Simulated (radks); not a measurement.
All-electron atom: Cl14+ in 1s1 2s2 (not the ground configuration).

All-electron calculation, scalar-relativistic Kohn-Sham, PBE, spin-polarised, spherical densities, finite nucleus; open shells are filled with parallel spins first; Fermi nuclear charge, rms radius 3.3654 fm. Program: a radial shooting solver on a logarithmic mesh with Libxc functionals.

Energy parts (eV):
| part | energy |
|---|---|
| total | -5676.827 |
| kinetic | 5715.447 |
| electron-nucleus | -11632.188 |
| Hartree | 463.333 |
| exchange-correlation | -223.419 |

Orbitals (lengths in bohr, moments of r in powers of bohr; <r^-3> diverges for s and p1/2; r(90%) holds 90 % of the orbital's charge):
\begin{tabular}{lrrrrrr}
orbital & occ. & eigenvalue (eV) & r(90%) & <1/r> & <r^-3> & <r^2> \\ \hline
1s up & 1 & -3657.361 & 0.157 & 17.08 & - & 0.01043 \\
2s up & 1 & -811.6704 & 0.563 & 4.045 & - & 0.1588 \\
2s down & 1 & -806.0608 & 0.566 & 4.026 & - & 0.1610 \\
\end{tabular}

The highest occupied level is 2s down at -806.06 eV. The electron density at the nucleus is 2133 e/bohr^3 (large components only). Summed over all electrons, <r^2> = 0.3302 bohr^2, which gives a Langevin (diamagnetic) susceptibility term of -0.262 x 10^-6 cm^3/mol. The density falls to 0.001 e/bohr^3 at r = 1.04 bohr. The spin density at the nucleus is 1743 e/bohr^3 (1s 1742, 2s 1). Spin moment in Bohr magnetons: 1.

Empty levels of this run are not shown, since the potential may be unsettled where no density lies.
